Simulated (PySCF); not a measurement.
Cl2W, neutral, multiplicity 3. Atoms are numbered in the order given.

```xyz
3

W      0.0000     0.0000     0.0000
Cl     0.0000     0.0000    -2.2074
Cl     0.0000     0.0000     2.2074
```
Charge 0, spin multiplicity 3.

The structure is a stationary point at PBE0-D3(BJ)/def2-TZVP. The multiplicity is an assumed one; other spin states were not compared. The def2 effective core potentials stand for the cores of W; spin–orbit coupling is left out.

Method: PySCF with r2SCAN/def2-TZVPD.

Mulliken values depend strongly on the basis, most of all with diffuse functions as here. ESP charges are fitted to the potential on shells at 1.4 to 2.0 van der Waals radii. Atomic charges (e):

```csv
atom,Mulliken,ESP fit,Mulliken spin
W1,0.61,?,2.24
Cl2,-0.31,?,-0.12
Cl3,-0.31,?,-0.12
```

**Question.** Fill in the missing entries. (The exact figures need the calculation; the answer reports its results.)

**Answer.** 
- W1, ESP fit: -0.04
- Cl2, ESP fit: 0.02
- Cl3, ESP fit: 0.02
